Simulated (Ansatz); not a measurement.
In2Sn⁺. The state is a doublet with charge 1. Geometry PBE0-D4/def2-SVP, that of the neutral singlet; atoms count from 1.

Cartesian coordinates in Å:
```
In 1.7027 1.4924 -0.8271
In -0.6046 -2.1050 1.0070
Sn -1.0981 0.6126 -0.1799
```

In the def2 sets In, Sn take a core potential; there is no spin–orbit coupling. The charge 1 doublet is spin-contaminated (final ⟨S²⟩ up to 1.76, 0.75 for a pure state). The structure comes from a short search, and lower isomers may exist.

**Question.** Estimate the Mulliken populations from the PBE0/def2-TZVP orbitals of Ansatz.

**Answer.** 
```
atom  charge (e)  spin (α − β)
 In1        0.51          0.40
 In2        0.51         -0.23
 Sn3       -0.03          0.83
```
Mulliken values depend strongly on the basis.

**Question.** Where does the spin sit?

**Answer.** Summed by element: In 0.17, Sn 0.83, of 1 unpaired in all. Largest on single atoms: Sn3 0.83, In1 0.40, In2 -0.23.

**Question.** And the Mayer bond orders between heavy atoms (over 0.3)?

**Answer.** In1–Sn3 0.84 (3.01 Å); In2–Sn3 0.84 (3.01 Å).
